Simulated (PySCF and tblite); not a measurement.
Values are calculated unless marked as measured or tabulated.
**C₄H₉F₃SSi, numbered as in [CH3:1][S:2][Si:3]([CH3:4])([CH3:5])[C:6]([F:7])([F:8])[F:9]: conformational analysis**

Free energies: HF-D3(BJ)/pcseg-1 (IEF-PCM, chloroform) on GFN2-xTB structures plus GFN2-xTB thermal terms, symmetry and mirror images included. Conformers within 2.5 kcal/mol (GFN2-xTB free energy) were kept, 4 at most. GIAO shieldings: mPW1PW91/pcSseg-1 (IEF-PCM, chloroform). Shifts are against TMS (¹H), TMS (¹³C), TMS (²⁹Si) at the same level. Run with PySCF (density fitting) and tblite.

Torsions listed: C1–S2–Si3–C4. Of a mirror pair one member is shown.

```json
{"conformer": "1", "shape": "66°", "symmetry": "Cs", "E(GFN2) kcal/mol": "0.34", "E(HF) kcal/mol": "0.00", "G(298.15 K) kcal/mol": "0.00", "weight %": "52.8", "dipole D": "5.85"}
{"conformer": "2", "shape": "-146°", "symmetry": "C1 (pair)", "E(GFN2) kcal/mol": "0.00", "E(HF) kcal/mol": "0.30", "G(298.15 K) kcal/mol": "0.07", "weight %": "47.2", "dipole D": "2.31"}
```

Weights (%) against temperature:

```tsv
T (K)	1	2	S(mix) cal/mol/K
250	55.6	44.4	1.98
298.15	52.8	47.2	2.02
350	50.6	49.4	2.06
```

Averaged shifts at 298.15 K. ¹H: 2.23 (H1, 3H), 0.59 (H4/H5, 6H) ppm. ¹³C: 140.1 (C6), 12.8 (C1), -1.3 (C4/C5) ppm. ²⁹Si: 18.5 (Si3) ppm.

Coordinates of conformer 1 (Å):

```xyz
18

C     2.586   -0.818   -0.241
S     1.829    0.841   -0.154
Si   -0.234    0.269    0.023
C    -0.615   -0.633    1.652
C    -0.899   -0.596   -1.532
C    -1.210    1.950    0.130
F    -2.537    1.708    0.244
F    -0.884    2.706    1.192
F    -1.073    2.732   -0.955
H     2.211   -1.347   -1.110
H     2.369   -1.368    0.668
H     3.655   -0.663   -0.334
H    -0.243   -0.072    2.507
H    -0.159   -1.619    1.677
H    -1.686   -0.762    1.784
H    -1.977   -0.726   -1.475
H    -0.457   -1.580   -1.660
H    -0.683   -0.016   -2.427
```

Unscaled ²⁹Si shifts at such levels can be off by tens of ppm; differences between conformers or isomers are more reliable. Shifts are unscaled: against experiment ¹³C can be off by 15 ppm or more and ¹H by 0.8 ppm.


Conformer gaps in pcseg-1 on xTB geometries can be 2 kcal/mol off for S=O, P=O and other polar bonds.